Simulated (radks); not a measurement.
Species: Ho IV. Configuration: [Xe] 4f10 (the NIST ground configuration). Calculated with a radial shooting solver on a logarithmic mesh with Libxc functionals: Dirac Kohn-Sham, PBE, spin-unpolarised, spherical densities, finite nucleus; open shells fill j = l - 1/2 first; Fermi nuclear charge, rms radius 5.2022 fm.

Normalised radial functions P(r) = r R(r) (large component), r in bohr:

r           5p1/2    5p3/2   4f7/2
0.001503   0.0059   0.0016  0.0000
0.001722   0.0069   0.0020  0.0000
0.001989   0.0083   0.0026  0.0000
0.002279   0.0098   0.0034  0.0000
0.002611   0.0116   0.0044  0.0000
0.003015   0.0139   0.0057  0.0000
0.003454   0.0166   0.0073  0.0000
0.003989   0.0201   0.0095  0.0000
0.00457    0.0241   0.0121  0.0000
0.005236   0.0289   0.0154  0.0000
0.006047   0.0351   0.0199  0.0000
0.006928   0.0421   0.0251  0.0000
0.007938   0.0505   0.0315  0.0000
0.009167   0.0611   0.0400  0.0000
0.0105     0.0729   0.0497  0.0000
0.01213    0.0875   0.0620  0.0001
0.0139     0.1033   0.0759  0.0001
0.01592    0.1211   0.0920  0.0002
0.01839    0.1417   0.1115  0.0004
0.02106    0.1625   0.1318  0.0006
0.02433    0.1847   0.1547  0.0010
0.02787    0.2046   0.1766  0.0016
0.03193    0.2213   0.1970  0.0027
0.03688    0.2329   0.2147  0.0044
0.04225    0.2348   0.2245  0.0069
0.04841    0.2244   0.2242  0.0109
0.0559     0.1963   0.2087  0.0174
0.06405    0.1508   0.1764  0.0266
0.07397    0.0816   0.1209  0.0411
0.08474   -0.0017   0.0487  0.0610
0.09709   -0.0965  -0.0390  0.0890
0.1121    -0.1979  -0.1399  0.1301
0.1285    -0.2795  -0.2292  0.1822
0.1472    -0.3298  -0.2962  0.2497
0.17      -0.3304  -0.3233  0.3393
0.1947    -0.2692  -0.2923  0.4410
0.2249    -0.1382  -0.1929  0.5644
0.2577     0.0337  -0.0436  0.6903
0.2952     0.2230   0.1365  0.8175
0.3409     0.3977   0.3210  0.9425
0.3906     0.4937   0.4458  1.0396
0.4511     0.4850   0.4836  1.1079
0.5168     0.3598   0.4088  1.1321
0.5921     0.1353   0.2302  1.1149
0.6838    -0.1691  -0.0411  1.0556
0.7834    -0.4670  -0.3291  0.9685
0.8975    -0.7243  -0.5984  0.8608
1.036     -0.9099  -0.8167  0.7351
1.188     -0.9824  -0.9312  0.6140
1.371     -0.9510  -0.9460  0.4904
1.571     -0.8390  -0.8704  0.3830
1.8       -0.6779  -0.7330  0.2880
2.079     -0.4911  -0.5555  0.2034
2.382     -0.3296  -0.3900  0.1395
2.729     -0.2005  -0.2491  0.0907
3.151     -0.1051  -0.1380  0.0535
3.611     -0.0500  -0.0697  0.0298
4.17      -0.0195  -0.0290  0.0144
4.777     -0.0067  -0.0108  0.0064

5p1/2: eigenvalue -58.349 eV, 3 radial nodes at r = 0.0845, 0.251, 0.633 bohr, <r> = 1.39 bohr, 90 % of the charge inside 2.03 bohr. 5p3/2: eigenvalue -52.846 eV, 3 radial nodes at r = 0.0916, 0.267, 0.670 bohr, <r> = 1.48 bohr, 90 % of the charge inside 2.17 bohr. 4f7/2: eigenvalue -34.462 eV, 0 radial nodes, <r> = 0.793 bohr, 90 % of the charge inside 1.36 bohr.
